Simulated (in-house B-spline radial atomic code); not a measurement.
Values are calculated unless marked as measured or tabulated.
## Correlation energy from the adiabatic connection: ω²r²/2 − Z/r, ω = 0.0868, Z = 0.7

Two electrons in a singlet, external potential ω²r²/2 − Z/r, ω = 0.0868, Z = 0.7 (atomic units). Full CI in B-splines (partial waves to l = 8, correlation up to 0.6 % small) with the density held fixed gives W(λ) = <V_ee>_λ − U, and E_c is the integral of W(λ) − W(0) from 0 to 1.

```json
{"λ": "0", "W(λ) − W(0) (hartree)": "0.00000"}
{"λ": "0.02", "W(λ) − W(0) (hartree)": "-0.00188"}
{"λ": "0.05", "W(λ) − W(0) (hartree)": "-0.00460"}
{"λ": "0.12", "W(λ) − W(0) (hartree)": "-0.01054"}
{"λ": "0.25", "W(λ) − W(0) (hartree)": "-0.02023"}
{"λ": "0.4", "W(λ) − W(0) (hartree)": "-0.02967"}
{"λ": "0.6", "W(λ) − W(0) (hartree)": "-0.04002"}
{"λ": "0.8", "W(λ) − W(0) (hartree)": "-0.04845"}
{"λ": "1", "W(λ) − W(0) (hartree)": "-0.05543"}
```

Q: Integrate the table by the trapezoid rule.

A: The strips give -0.00002, -0.00010, -0.00053, -0.00200, -0.00374, -0.00697, -0.00885, -0.01039, which sum to -0.03259 hartree. The direct value, W(1) − W(0) + T_c with T_c = 0.02271, is -0.03272; the curve is convex, so chords lie above it and the trapezoids fall short in size by 0.39 %.

Q: Now use only three numbers: W(0) = -0.33157, the initial slope W'(0) = -0.09522 (extrapolated from the first points) and the strong-coupling limit of the point-charge-plus-continuum model, W∞ = -0.46664. What do second-order theory and the interpolation W(λ) = W∞ + (W(0) − W∞)/√(1 + 2χλ) of Seidl, Perdew and Levy give?

A: Second order keeps the slope alone: E_c = W'(0)/2 = -0.04761, +46 % in size against -0.03272. Matching the slope fixes χ = W'(0)/(W∞ − W(0)) = -0.09522/(-0.13507) = 0.70497. Integrating, with s = √(1 + 2χ) = 1.552397, E_c = −(W(0) − W∞)(s − 1)/(s + 1) = −0.13507 × 0.552397/2.552397 = -0.02923 hartree, -10.7 % in size against the full result. At λ = 1 the formula gives W − W(0) = -0.04806 against -0.05543. Part of the miss can come from the model's W∞.
